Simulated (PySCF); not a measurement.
A run for PySCF: R-B3LYP/6-31G* on SiH4 (SMILES [SiH4]).

```python
from pyscf import gto, scf, dft, mp
from pyscf.data.elements import chemcore

mol = gto.M(
    atom='''
    Si   -0.29028373   -0.03819168    0.13972223
    H    -0.54334832   -0.04653378   -1.32105871
    H     1.09635556    0.41419037    0.38738138
    H    -0.47525927   -1.40575667    0.67126502
    H    -1.24275235    0.88783668    0.79035692
    ''',
    basis='6-31g*',
    cart=True,
    charge=0, spin=0, verbose=3, max_memory=1800)
mf = dft.RKS(mol, xc='b3lyp')
mf.conv_tol = 1e-8
mf.max_cycle = 100
mf.kernel()
if not mf.converged:
    mf = mf.newton().run(mf.mo_coeff, mf.mo_occ)
```

It printed:

```
converged SCF energy = -291.883623597653
```

The run converged.

Cost: very roughly 1.1 core-seconds.
